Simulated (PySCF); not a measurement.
# $^{29}$Si chemical shifts

PySCF 2.14 calculation with shieldings: GIAO PBE0/pcSseg-1 and geometry: GFN2-xTB; one conformer, rapidly exchanging positions averaged, relativity neglected, isolated molecule.

Shieldings were converted by a linear fit to measured shifts: $^{29}$Si (scatter 8.9 ppm rms, 25.8 ppm with the 6 outliers that the fit left out vs TMS, solution or neat liquid). Occasional misses reach two or three times the rms, and more in compound classes unlike the fitted ones.

Q: Give the $^{29}$Si shifts of `C=C[Si](C)(C)O`, `N#CC1=C[SiH2][C@@H]1Cl`.

A: 
| compound | environment | δ (ppm) |
| --- | --- | --- |
| C=C[Si](C)(C)O | silicon bonded to 3 C, O | -5.4 |
| N#CC1=C[SiH2][C@@H]1Cl | silicon bonded to 2 C, 2 H, in a 4-membered ring | -27.8 |

Q: Match the shifts -12.2, -28.0, -38.0, -70.0, -134.4 ppm to `O[C@@H]1C[C@@H](CF)[SiH2][C@H]1CF`, `CO[C@](C)(/C=C(/C)F)[SiH2]F`, `CCO[C@H]1C[SiH2]1`, `CCC1=C[SiH2]C=C[C@H]1C`, `C=CCCO[SiH3]`.

A: -12.2: CO[C@](C)(/C=C(/C)F)[SiH2]F (silicon bonded to C, F, 2 H); -28.0: O[C@@H]1C[C@@H](CF)[SiH2][C@H]1CF (silicon bonded to 2 C, 2 H, in a 5-membered ring); -38.0: C=CCCO[SiH3] (silicon bonded to O, 3 H); -70.0: CCC1=C[SiH2]C=C[C@H]1C (silicon bonded to 2 C, 2 H, in a 6-membered ring); -134.4: CCO[C@H]1C[SiH2]1 (silicon bonded to 2 C, 2 H, in a 3-membered ring).
